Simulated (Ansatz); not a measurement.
Isolated molecules relaxed with PBE0-D4/def2-TZVP in Ansatz; ΔE leaves out vibrations. CBS: MP2 limit from def2 TZ/QZ plus the TZ coupled-cluster correction, frozen cores. Functionals use def2-TZVPP. For Br, Ge outer-core shells are correlated without core-valence functions, which leaves a few kJ/mol of doubt a bond. Scalar relativity is left out up to krypton. Each species was taken in one conformer, which may not be the lowest.

Consider the ligand exchange at a Ge–O bond: `[F][Ge][O][SiH3]` + HBr → `[F][Ge][Br]` + `O[SiH3]`.

| level | ΔE (eV) |
| --- | --- |
| BLYP-D4 | -0.23 |
| ωB97M-V | -0.20 |
| revPBE | -0.36 |
| PBE0 | -0.32 |
| r2SCANh | -0.26 |
| RPA@PBE/def2-TZVPP | -0.09 |
| CCSD(T)/def2-SVP | 0.00 |
| CCSD/def2-TZVPP | -0.12 |

Question: What does CCSD(T)/CBS give? (Estimate.)

Answer: Computed: -0.18 eV. The listed levels differ from it by -0.05, -0.02, -0.18, -0.14, -0.08, 0.09, 0.18, 0.06 eV.

Largest T1 diagnostic among the species: 0.015.

At CCSD(T), def2-SVP lies +0.18 eV from the extrapolated value and def2-TZVPP +0.06 eV. Leaving LDA and LC-ωPBE aside and taking each functional with its dispersion term where it has one, the values, not all of them listed here, spread over 0.15 eV, from PBE-D4 to CAM-B3LYP-D4. LDA lies +0.08 eV from PBE without D4.
